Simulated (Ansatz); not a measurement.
`FBB[SiH3]` + NH₃ → `NBBF` + SiH₄ at 700 K and 1 bar (cleavage of the B–Si bond).

Isolated molecules relaxed with PBE0-D4/def2-TZVP in Ansatz; ΔE leaves out vibrations. CCSD(T)/CBS adds triple-zeta CCSD(T) − MP2 to the extrapolated MP2 energy (def2 sets, frozen cores). This one scheme is used for every species. One conformer a species, not always the lowest.

| species | CCSD(T)/CBS energy (Eh) | H − E (kJ/mol) | S (J/(mol·K)) |
| --- | --- | --- | --- |
| `FBB[SiH3]` | -441.45936 | 205.7 | 443.3 |
| NH₃ | -56.50880 | 116.9 | 226.5 |
| `NBBF` | -206.56125 | 203.3 | 391.7 |
| SiH₄ | -291.46306 | 115.5 | 252.9 |

H − E and S are ideal-gas, rigid-rotor, harmonic terms from PBE0-D4/def2-TZVP, for one conformer and one mirror image of each species. 1 Eh = 2625.50 kJ/mol, R = 8.31446 J/(mol·K).

Problem. By hand: ΔE, ΔH, ΔS and ΔG.

Solution. ΔE = (-206.56125) + (-291.46306) − (-441.45936) − (-56.50880) = -0.05615 Eh = -147.4 kJ/mol. Δ(H − E) = 203.3 + 115.5 − 205.7 − 116.9 = -3.8, so ΔH = -151.2 kJ/mol. ΔS = 391.7 + 252.9 − 443.3 − 226.5 = -25.2 J/(mol·K). ΔG = -151.2 − 700 × (-25.2)/1000 = -133.6 kJ/mol.

Problem. By hand: the equilibrium constant, and the temperature at which ΔG would vanish if ΔH and ΔS stayed fixed.

Solution. log₁₀ K = −ΔG/(RT ln 10) = 10.0. ΔG = 0 at ΔH/ΔS = 6000 K, far beyond where these terms or the molecules hold.

ΔH outweighs TΔS. A doubt of 5 kJ/mol in ΔE shifts log₁₀ K by 0.4 here. Other conformers and mirror images would add mixing entropy, several J/(mol·K) or more a flexible species. Modes under 60 cm⁻¹, often nearly free rotors, make the harmonic entropy too high. These are equilibria of isolated gas molecules and say nothing of rates. Largest T1 diagnostic: 0.015 (customary marks: 0.02 for closed shells, 0.045 for open ones).
